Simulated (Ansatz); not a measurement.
```
atom    x (Å)    y (Å)    z (Å)
   B  -0.0003   0.0101   0.0684
   H   1.2085   0.0500  -0.0062
   H  -0.5929   1.0002  -0.0700
   H  -0.6435  -0.9802  -0.0034
```

Basis set: cc-pVDZ (spherical functions). Left uncorrelated: 1 orbital. Charge 0, multiplicity 1.

Computed with Ansatz (development build ahead of 0.2.0); each method stands on the lowest determinant of its kind that the runs found. Restricted open shells among the atoms or ions are ROHF, correlated in semicanonical orbitals with singles.

Task: Give the atomization energy at this shape (free ground-state atoms in the same class of orbitals less the molecule, no zero-point energy) of singlet BH3 by RHF-MP2, RHF.

Result:

| method | atomization energy |
| --- | --- |
| RHF-MP2 | 11.29 eV |
| RHF | 9.87 eV |
